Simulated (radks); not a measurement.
Ionisation ladder of tantalum, from Ta22+ to Ta43+. Each ion is in the ground configuration listed by NIST, and IE = E(next ion) - E(this ion). All-electron calculation, scalar-relativistic Kohn-Sham, exchange-only LDA, spin-polarised, spherical densities, point nucleus; open shells are filled with parallel spins first (spin-orbit coupling, left out, can overturn this in heavy ions). Program: a radial shooting solver on a logarithmic mesh with Libxc functionals.

[
 {"species": "Ta22+", "configuration": "[Kr] 4d10 4f5", "E (hartree)": "-15391.6457", "IE, Delta-SCF (eV)": "632.83", "-e(HOMO) (eV)": "610.59", "HOMO": "4f up", "IE, NIST (eV)": "660", "kind": "theory", "error (eV)": "-27.2"},
 {"species": "Ta23+", "configuration": "[Kr] 4d10 4f4", "E (hartree)": "-15368.3895", "IE, Delta-SCF (eV)": "678.17", "-e(HOMO) (eV)": "655.39", "HOMO": "4f up", "IE, NIST (eV)": "700", "kind": "theory", "error (eV)": "-21.8"},
 {"species": "Ta24+", "configuration": "[Kr] 4d10 4f3", "E (hartree)": "-15343.4673", "IE, Delta-SCF (eV)": "724.58", "-e(HOMO) (eV)": "701.28", "HOMO": "4f up", "IE, NIST (eV)": "750", "kind": "theory", "error (eV)": "-25.4"},
 {"species": "Ta25+", "configuration": "[Kr] 4d10 4f2", "E (hartree)": "-15316.8396", "IE, Delta-SCF (eV)": "772.03", "-e(HOMO) (eV)": "748.23", "HOMO": "4f up", "IE, NIST (eV)": "790", "kind": "theory", "error (eV)": "-18.0"},
 {"species": "Ta26+", "configuration": "[Kr] 4d10 4f1", "E (hartree)": "-15288.4681", "IE, Delta-SCF (eV)": "820.49", "-e(HOMO) (eV)": "796.21", "HOMO": "4f up", "IE, NIST (eV)": "832", "kind": "theory", "error (eV)": "-11.5"},
 {"species": "Ta27+", "configuration": "[Kr] 4d10", "E (hartree)": "-15258.3155", "IE, Delta-SCF (eV)": "1068.0", "-e(HOMO) (eV)": "1044.8", "HOMO": "4d", "IE, NIST (eV)": "1064", "kind": "theory", "error (eV)": "+4.0"},
 {"species": "Ta28+", "configuration": "[Kr] 4d9", "E (hartree)": "-15219.0670", "IE, Delta-SCF (eV)": "1115.9", "-e(HOMO) (eV)": "1092.5", "HOMO": "4d down", "IE, NIST (eV)": "1110", "kind": "theory", "error (eV)": "+5.9"},
 {"species": "Ta29+", "configuration": "[Kr] 4d8", "E (hartree)": "-15178.0573", "IE, Delta-SCF (eV)": "1164.3", "-e(HOMO) (eV)": "1140.7", "HOMO": "4d down", "IE, NIST (eV)": "1160", "kind": "theory", "error (eV)": "+4.3"},
 {"species": "Ta30+", "configuration": "[Kr] 4d7", "E (hartree)": "-15135.2691", "IE, Delta-SCF (eV)": "1213.1", "-e(HOMO) (eV)": "1189.3", "HOMO": "4d down", "IE, NIST (eV)": "1211", "kind": "theory", "error (eV)": "+2.1"},
 {"species": "Ta31+", "configuration": "[Kr] 4d6", "E (hartree)": "-15090.6871", "IE, Delta-SCF (eV)": "1262.3", "-e(HOMO) (eV)": "1238.3", "HOMO": "4d down", "IE, NIST (eV)": "1262", "kind": "theory", "error (eV)": "+0.3"},
 {"species": "Ta32+", "configuration": "[Kr] 4d5", "E (hartree)": "-15044.2982", "IE, Delta-SCF (eV)": "1325.1", "-e(HOMO) (eV)": "1300.3", "HOMO": "4d up", "IE, NIST (eV)": "1313", "kind": "theory", "error (eV)": "+12.1"},
 {"species": "Ta33+", "configuration": "[Kr] 4d4", "E (hartree)": "-14995.6024", "IE, Delta-SCF (eV)": "1376.3", "-e(HOMO) (eV)": "1351.3", "HOMO": "4d up", "IE, NIST (eV)": "1382", "kind": "theory", "error (eV)": "-5.7"},
 {"species": "Ta34+", "configuration": "[Kr] 4d3", "E (hartree)": "-14945.0237", "IE, Delta-SCF (eV)": "1428.0", "-e(HOMO) (eV)": "1402.8", "HOMO": "4d up", "IE, NIST (eV)": "1434", "kind": "theory", "error (eV)": "-6.0"},
 {"species": "Ta35+", "configuration": "[Kr] 4d2", "E (hartree)": "-14892.5456", "IE, Delta-SCF (eV)": "1480.1", "-e(HOMO) (eV)": "1454.7", "HOMO": "4d up", "IE, NIST (eV)": "1490", "kind": "theory", "error (eV)": "-9.9"},
 {"species": "Ta36+", "configuration": "[Kr] 4d1", "E (hartree)": "-14838.1530", "IE, Delta-SCF (eV)": "1532.5", "-e(HOMO) (eV)": "1506.9", "HOMO": "4d up", "IE, NIST (eV)": "1542", "kind": "theory", "error (eV)": "-9.5"},
 {"species": "Ta37+", "configuration": "[Kr]", "E (hartree)": "-14781.8334", "IE, Delta-SCF (eV)": "1773.1", "-e(HOMO) (eV)": "1747.9", "HOMO": "4p", "IE, NIST (eV)": "1748", "kind": "theory", "error (eV)": "+25.1"},
 {"species": "Ta38+", "configuration": "[Ar] 3d10 4s2 4p5", "E (hartree)": "-14716.6732", "IE, Delta-SCF (eV)": "1825.3", "-e(HOMO) (eV)": "1800.3", "HOMO": "4p down", "IE, NIST (eV)": "1799", "kind": "theory", "error (eV)": "+26.3"},
 {"species": "Ta39+", "configuration": "[Ar] 3d10 4s2 4p4", "E (hartree)": "-14649.5941", "IE, Delta-SCF (eV)": "1876.9", "-e(HOMO) (eV)": "1852.3", "HOMO": "4p down", "IE, NIST (eV)": "1857", "kind": "theory", "error (eV)": "+19.9"},
 {"species": "Ta40+", "configuration": "[Ar] 3d10 4s2 4p3", "E (hartree)": "-14580.6183", "IE, Delta-SCF (eV)": "1943.6", "-e(HOMO) (eV)": "1917.7", "HOMO": "4p up", "IE, NIST (eV)": "1910", "kind": "theory", "error (eV)": "+33.6"},
 {"species": "Ta41+", "configuration": "[Ar] 3d10 4s2 4p2", "E (hartree)": "-14509.1925", "IE, Delta-SCF (eV)": "1997.3", "-e(HOMO) (eV)": "1971.5", "HOMO": "4p up", "IE, NIST (eV)": "2053", "kind": "theory", "error (eV)": "-55.7"},
 {"species": "Ta42+", "configuration": "[Ar] 3d10 4s2 4p1", "E (hartree)": "-14435.7937", "IE, Delta-SCF (eV)": "2050.4", "-e(HOMO) (eV)": "2025.0", "HOMO": "4p up", "IE, NIST (eV)": "2113", "kind": "theory", "error (eV)": "-62.6"},
 {"species": "Ta43+", "configuration": "[Ar] 3d10 4s2", "E (hartree)": "-14360.4444", "IE, Delta-SCF (eV)": "2263.7", "-e(HOMO) (eV)": "2239.1", "HOMO": "4s", "IE, NIST (eV)": "2254", "kind": "theory", "error (eV)": "+9.7"}
]

Reference values: NIST Atomic Spectra Database (exp. = measured, semi-emp. = semi-empirical, theory = theoretical value adopted there). The ionisation energy per charge of the ion left behind rises most, in proportion, at Ta27+ ([Kr] 4d10), from 30.389 to 38.143 eV. Open shells are spherical and high-spin; term and fine-structure splittings are not resolved. Spin-orbit splitting is averaged out at the scalar-relativistic level.
